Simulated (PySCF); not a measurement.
## LaH: f occupation and spin

Unrestricted PBE0; PySCF, spin-free X2C with a Gaussian nucleus, basis sets La x2c-TZVPall, H x2c-TZVPall. The search starts from ions with several 4f fillings and holds each by maximum overlap.

The lowest solution has 2Ms+1 = 3, about 0.0 4f electrons, near 2.07 Å.

The lowest solution of each spin and filling, followed along the bond (rough minima from three points):

```csv
2Ms+1,4f population,⟨S²⟩ at the start,R at minimum (Å),Te (eV)
3,0.03,2.00,2.07,0.00
1,0.04,0.00,2.02,0.18
```

Solutions at the starting distance of 1.915 Å, counted from the lowest; the search is not exhaustive:

```csv
2Ms+1,4f population,E (eV),⟨S²⟩,⟨Lz²⟩,μ (D)
3,0.03,0.00,2.00,4.0,-2.92
1,0.04,0.12,0.00,0.0,-1.93
3,0.04,0.27,2.00,1.1,-2.08
1,0.03,0.41,1.00,1.5,-2.70
1,0.03,0.46,1.00,4.0,-2.10
```

Partly filled real f orbitals mix terms, so no term symbols are given. A positive dipole means La(−)H(+).

Spin–orbit coupling is left out. Counting both spins, an empty level lies below a filled one in some of these solutions, because spin and occupation are held. The state is the lowest single determinant that the PBE0 search found; with open d or f shells the true ground state can be another one.
